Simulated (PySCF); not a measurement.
## Be2O, triplet: molecular constants

All numbers come from UPBE0 in PySCF with O def2-TZVP, Be def2-TZVP; no relativity; density-fitted integrals.

The structure is a minimum.

Z-matrix (Å, degrees; charge 0 multiplicity 3):
```
O
Be 1 1.4061
Be 1 1.4061 2 180.00
```

```json
{
  "Point group": "D∞h",
  "Bond lengths": "O–Be 1.406 Å (×2)",
  "Bond angles": "Be–O–Be 180.0°",
  "Dipole moment": "0.00 D",
  "Heat capacity Cp at 298.15 K": "46.8 J/(mol K)",
  "Enthalpy at 298.15 K above 0 K": "12.11 kJ/mol",
  "Rotational symmetry number": "2",
  "Highest occupied level (α)": "-5.75 eV",
  "Spin squared ⟨S²⟩": "2.003",
  "Rotational constants": "0.473 cm⁻¹",
  "Principal quadrupole moments (Buckingham, traceless) about the centre of mass": "-4.46, 2.23, 2.23 D Å",
  "Principal polarisabilities": "50.2, 56.4, 56.4 bohr³",
  "Entropy at 298.15 K and 1 bar (electronic part: spin only)": "237.3 J/(mol K)",
  "Zero-point energy": "16.8 kJ/mol",
  "Lowest empty level (β)": "-1.96 eV",
  "Atomisation energy without zero-point energy": "889 kJ/mol"
}
```

Harmonic modes (masses in u: O 15.995, Be 9.012):
| symmetry | ω (cm⁻¹) | IR (km/mol, summed over degenerate members) | μ (u) |
| --- | --- | --- | --- |
| πu | 155 | 1.8 | 11.72 |
| σg+ | 1040 | 0.0 | 9.01 |
| σu+ | 1452 | 566 | 11.72 |

In D∞h the vibrations span πu + σg+ + σu+. The σg+ mode carries no infrared intensity, as symmetry demands. With a centre of inversion only u modes can be infrared active and only g modes Raman active.

Charges (e):
```csv
atom,Mulliken,Löwdin,polar tensor,spin (Mulliken),Mayer order to O1
O1,0.03,-0.16,-0.80,-0.01,–
"Be2,3",-0.02,0.08,0.40,1.00,1.43
```

Mulliken populations on O1: s 3.58, p 4.38, d 0.00, f 0.00.

Outer orbital energies (eV). α occupied: -26.68, -13.23, -9.99, -9.99, -6.08, -5.75; empty: -0.59, -0.59, 0.16, 0.16. β occupied: -26.67, -13.05, -9.99, -9.99; empty: -1.96, -1.26, 0.82, 0.82.

This need not be the most stable arrangement of these atoms.

The final relaxation and frequency run took 12 s on 2 threads of a shared Arm Neoverse N1 host, with 69 basis functions and 5 gradients; the process peaked at 0.66 GiB. Launch command: `OMP_NUM_THREADS=2 python axn.py task.json out`.
